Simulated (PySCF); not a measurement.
Bonds (- single, = double, # triple, : aromatic): C1#C2, C2-C3, C3#C4, C4-Si5, Si5-N6, N6-C7, N6-C8, C8=O9. C1 carries H10; Si5 carries H11, H12; C7 carries H13, H14, H15; C8 carries H16.

[PySCF 2.14: geometry: GFN2-xTB; GIAO PBE0/pcSseg-1 shieldings; no relativistic terms; gas phase; averaged over atoms made equivalent by symmetry, fast rotation or ring inversion; a single conformation]

Question: Predict the 2D correlation tables (HSQC, COSY, HMBC).

Answer: 

HSQC (one-bond C–H):
| δH | δC |
| --- | --- |
| 8.23 (H16) | 173.0 (C8) |
| 3.13 (H13/H14/H15) | 31.1 (C7) |
| 1.42 (H10) | 74.7 (C1) |

HMBC (two and three bonds, from the bond graph):
| δH | δC |
| --- | --- |
| 8.23 (H16) | 31.1 (C7) |
| 5.02 (H11/H12) | 173.0 (C8), 101.6 (C3), 83.7 (C4), 31.1 (C7) |
| 3.13 (H13/H14/H15) | 173.0 (C8) |
| 1.42 (H10) | 101.6 (C3), 73.9 (C2) |

No COSY cross peaks are expected.

Shifts are taken against calculated references (same method and geometry level): TMS for 1H (σref 31.72) and 13C (σref 186.93).

Short H···H contacts in this conformer between protons four or more bonds apart (candidates for NOE cross peaks, intensity ∝ r⁻⁶): H14···H16 2.28 Å.

Shifts are as computed. Against solution values, carbons near 30 ppm lie about +3 ppm off and those near 130 ppm about +5 ppm. Of 1211 compounds with measured shifts, 218 miss one by over three times the rms of a fit or turn the order of signals round; such compounds aren't used in these exercises.
